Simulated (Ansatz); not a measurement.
A calculation with Ansatz (development build ahead of 0.2.0).

```yaml
crystal:
  periodic: [false, false, false]
  atoms:
    - { symbol: Mn, position_ang: [0.0, 0.0, 1.26801] }
    - { symbol: Ti, position_ang: [0.0, 0.0, -1.26801] }
    - { symbol: O, position_ang: [0.0, 1.30559, 0.0] }
    - { symbol: O, position_ang: [0.0, -1.30559, 0.0] }
basis:
  gaussian: { orbitals: pcseg-2 }
magnetization:
  spin_polarized: true
  initial_magnetization: 7
hamiltonian:
  xc: r2scan
```

The input is written out in the form of the current development build from the run's settings.

Output:

```
Converged                       : yes
Total energy                    : -2150.98010 hartree
Spin squared of the determinant : 15.782
Stability test                  : minimum
```

Caution: other spin multiplicities were not run.
